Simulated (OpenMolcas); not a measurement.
## How methods differ on [BF4]− (tetrafluoroborate)

[BF4]− has 5 atoms, charge -1, and is taken as a singlet. As SMILES, `F[B-](F)(F)F`. The shape is that of a PBE0-D4/def2-TZVPD optimisation.

```xyz
5

F    -0.0571   -0.0402    1.4040
B     0.0000    0.0000    0.0001
F     0.9489   -0.9310   -0.4572
F    -1.2625   -0.3191   -0.5297
F     0.3707    1.2903   -0.4172
```

Quantity: the energy change with the F1–B2 bond stretched from 1.406 to 2.108 Å, in eV. The values are calculated.

```
                          level             kind     program  value (eV)  CPU time (all runs)
 SVWN5/aug-cc-pVDZ (restricted)              LDA  OpenMolcas        2.07                 76 s
 M06-L/aug-cc-pVDZ (restricted)         meta-GGA  OpenMolcas        1.94              2.2 min
r2SCAN/aug-cc-pVDZ (restricted)         meta-GGA  OpenMolcas        1.94              2.1 min
 B3LYP/aug-cc-pVDZ (restricted)    global hybrid  OpenMolcas        1.89                 92 s
 BHLYP/aug-cc-pVDZ (restricted)    global hybrid  OpenMolcas        2.25                 85 s
M06-2X/aug-cc-pVDZ (restricted)  hybrid meta-GGA  OpenMolcas        2.23              2.1 min
  PBE0/aug-cc-pVDZ (restricted)    global hybrid  OpenMolcas        2.04                 89 s
B2PLYP/aug-cc-pVDZ (restricted)    double hybrid  OpenMolcas        1.92                 80 s
```

The first shape isn't each level's own minimum. The values span 1.89 to 2.25 eV. CPU times are rough (shared hosts, several kinds of processor and program).
